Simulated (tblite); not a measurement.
Computed values, GFN2-xTB/tblite, gas phase, harmonic and unscaled. Errors from tens to a few hundred cm⁻¹ against measured bands are possible. Modes of hydrogen on phosphorus and silicon can be 10 to 20 % off. One conformer each. Thermal functions are those of the rigid rotor and harmonic oscillator, without mixing of conformers.

Question: Order these by their ideal-gas entropy at 500 K and 1 bar, highest first (cal/(mol K)).
A. `CC[Si@@H]1C[SiH2][C@H](C#N)[SiH2]1`
B. `S(=O)(Cl)(C(F)F)=O`
C. `CO[Si@@H](F)CC[SiH3]`
D. `C1([PH](=S)C2CC2)CC1`
E. `c1sc2c(C=C)c[nH]c2c1`
F. `CN[SiH2]N(C)C`

Answer: A (147.9), C (132.4), D (122.8), F (115.9), E (114.6), B (104.2).

```json
{"SMILES": "CC[Si@@H]1C[SiH2][C@H](C#N)[SiH2]1", "atoms": "22", "mass (u)": "171.04", "symmetry number": "1", "modes under 300 cm⁻¹": "10", "ZPE (kcal/mol)": "99.7", "S translation (cal/(mol K))": "43.9", "S rotation": "32.4", "S vibration": "71.6", "S": "147.9", "Cp": "72.9"}
{"SMILES": "CO[Si@@H](F)CC[SiH3]", "atoms": "18", "mass (u)": "138.03", "symmetry number": "1", "modes under 300 cm⁻¹": "9", "ZPE (kcal/mol)": "82.6", "S translation (cal/(mol K))": "43.3", "S rotation": "30.8", "S vibration": "58.3", "S": "132.4", "Cp": "57.5"}
{"SMILES": "S=[PH](C1CC1)C1CC1", "atoms": "19", "mass (u)": "146.03", "symmetry number": "1", "modes under 300 cm⁻¹": "7", "ZPE (kcal/mol)": "95.9", "S translation (cal/(mol K))": "43.4", "S rotation": "30.9", "S vibration": "48.5", "S": "122.8", "Cp": "56.5"}
{"SMILES": "CN[SiH2]N(C)C", "atoms": "18", "mass (u)": "104.08", "symmetry number": "1", "modes under 300 cm⁻¹": "8", "ZPE (kcal/mol)": "94.5", "S translation (cal/(mol K))": "42.4", "S rotation": "29.2", "S vibration": "44.3", "S": "115.9", "Cp": "51.1"}
{"SMILES": "C=Cc1c[nH]c2ccsc12", "atoms": "17", "mass (u)": "149.03", "symmetry number": "1", "modes under 300 cm⁻¹": "4", "ZPE (kcal/mol)": "78.9", "S translation (cal/(mol K))": "43.5", "S rotation": "31.3", "S vibration": "39.8", "S": "114.6", "Cp": "54.2"}
{"SMILES": "O=S(=O)(Cl)C(F)F", "atoms": "8", "mass (u)": "149.94", "symmetry number": "1", "modes under 300 cm⁻¹": "5", "ZPE (kcal/mol)": "19.4", "S translation (cal/(mol K))": "43.5", "S rotation": "29.9", "S vibration": "30.8", "S": "104.2", "Cp": "32.9"}
```

Entropies and Cp are for 500 K and 1 bar.
